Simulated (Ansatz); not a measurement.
Several settings on one geometry of In8P7F3 (that of the charge 0 singlet, PBE-D4/def2-SVP). Ansatz on 2 threads of AMD EPYC 7R13 on a shared host and a share (18 GiB) of an NVIDIA H100 80GB HBM3; times are rough.

```xyz
18

P    -0.9638   -1.6536    1.6318
P    -2.3359    1.1286   -0.2409
P    -0.5758   -1.7623   -2.0500
P    -0.8924   -0.5304   -0.2892
P     3.3728   -0.6545   -0.4486
P     0.5895    1.9874   -3.1562
P     0.9761    3.0518    1.4169
In   -2.0671   -3.7627   -0.5169
In   -4.0544   -0.8167    1.1046
In    1.5582   -1.7588    0.9773
In   -1.9036    0.5656   -3.1140
In    1.5030   -0.1096   -2.0947
In   -0.5200    1.0383    2.2124
In    2.9049    1.3719    1.1326
In   -0.0590    2.4984   -0.8091
F    -3.7691   -2.3114   -0.4988
F     1.7377   -0.0610    2.4773
F     4.4989    1.7790    2.2653
```

Totals from different functionals, basis sets or treatments of relativity can't be compared as stabilities.

In the def2 sets In takes a core potential; there is no spin–orbit coupling.

Scalar relativity in a set contracted without it gives distorted totals.

The spins typed aren't always the lowest for that charge.

Task: Give the basis size and estimate the energy, ⟨S²⟩ and time of these runs.

| run | method | charge | state | further keys |
| --- | --- | --- | --- | --- |
| 1 | UKS B3LYP5/def2-mTZVP | -1 | doublet | fitting: {mean_field: def2-universal-jkfit}; forces asked |
| 2 | UKS PBE/def2-TZVP | 1 | doublet | fitting: {mean_field: def2-universal-jkfit}; nuclear_model: gaussian; pseudopotentials: {relativity: scalar}; scf: {omitted_lower_state_checks: [starts]}; forces asked |
| 3 | UKS B3LYP5/def2-TZVP | 1 | doublet | fitting: {mean_field: def2-universal-jkfit}; final_grid: {core_spheres: 5, valence_spheres: 4, degree: 11}; forces asked |

Result: 
```
run  functions  energy (Eh)  ⟨S²⟩  wall time
  1        499   -4210.3412  0.76       56 s
  2        752   -4214.7013  0.76       30 s
  3        752   -4210.0747  0.77       97 s
```

The highest occupied level of an anion often lies above zero with these methods, and sets without diffuse functions describe the outer electron poorly.
